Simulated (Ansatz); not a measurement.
Geometry optimisation, RKS B3LYP-D4/def2-SVP (Ansatz).

The input (input.yaml):

```yaml
crystal:
  periodic: [false, false, false]
  atoms:
    - { symbol: Si, position_ang: [-1.5189, 1.3379, -0.3273] }
    - { symbol: B, position_ang: [-1.2454, 0.158, 1.1296] }
    - { symbol: Al, position_ang: [0.3905, -1.0543, 1.0755] }
    - { symbol: Si, position_ang: [1.9755, -0.9277, -0.7493] }
    - { symbol: H, position_ang: [-1.6982, 0.6083, -1.604] }
    - { symbol: H, position_ang: [-2.8035, 2.1538, -0.0877] }
    - { symbol: H, position_ang: [-0.4064, 2.3133, -0.4533] }
    - { symbol: H, position_ang: [-1.9529, 0.1315, 2.035] }
    - { symbol: H, position_ang: [0.7132, -2.0519, 2.3321] }
    - { symbol: H, position_ang: [2.4397, 0.4283, -0.8245] }
    - { symbol: H, position_ang: [1.1598, -1.269, -1.9564] }
    - { symbol: H, position_ang: [3.0237, -1.8832, -0.5357] }
basis:
  gaussian: { orbitals: def2-SVP }
hamiltonian:
  xc: b3lyp
  dispersion: d4
relax:
  f_tol: 0.02
  max_steps: 50
output:
  orbitals: {}
```

Run as:

```bash
$ ansatz run input.yaml --threads 2 --pin off --max-ram 3072MiB --backend cpu --events-out ev --progress --plain --runs-dir out
```

Question: Where does it end, and by what steps?

Answer: The run converged. The force dipped under the threshold on the way, but the program's further checks kept it going. After 22 steps the energy has fallen by 0.735 eV; H8 moved furthest, 1.65 Å.

| step | energy less start (eV) | largest force component (eV/Å) | accepted |
| --- | --- | --- | --- |
| 0 | 0.0000 | 1.825 | yes |
| 1 | -0.4543 | 0.609 | yes |
| 2 | -0.5017 | 0.148 | yes |
| 3 | -0.5072 | 0.052 | yes |
| 4 | -0.5110 | 0.090 | yes |
| 5 | -0.5129 | 0.039 | yes |
| 6 | -0.5199 | 0.273 | yes |
| 7 | -0.5486 | 0.305 | yes |
| 8 | -0.5627 | 0.575 | yes |
| 9 | -0.6119 | 0.309 | yes |
| 10 | -0.6484 | 0.129 | yes |
| 11 | -0.6717 | 0.267 | yes |
| 12 | -0.6770 | 0.392 | yes |
| 13 | -0.6973 | 0.282 | yes |
| 14 | -0.7080 | 0.268 | yes |
| 15 | -0.7230 | 0.072 | yes |
| 16 | -0.7293 | 0.172 | yes |
| 17 | -0.7316 | 0.090 | yes |
| 18 | -0.7315 | 0.284 | no |
| 19 | -0.7338 | 0.015 | yes |
| 20 | -0.7349 | 0.057 | yes |
| 21 | -0.7353 | 0.044 | yes |
| 22 | -0.7354 | 0.010 | yes |

```xyz
12
Properties=species:S:1:pos:R:3
Si -2.123 1.353 -0.269
B -0.850 0.537 1.069
Al 0.275 -1.208 0.747
Si 2.404 -1.055 -0.498
H -2.553 0.433 -1.367
H -3.355 1.916 0.368
H -1.376 2.488 -0.908
H -0.701 1.201 2.072
H -0.242 -2.643 1.206
H 3.008 0.313 -0.435
H 2.160 -1.361 -1.946
H 3.430 -2.028 -0.005
```

The run took 65 s on 2 threads of Arm Neoverse V2, on a shared host, peak memory 0.23 GiB.
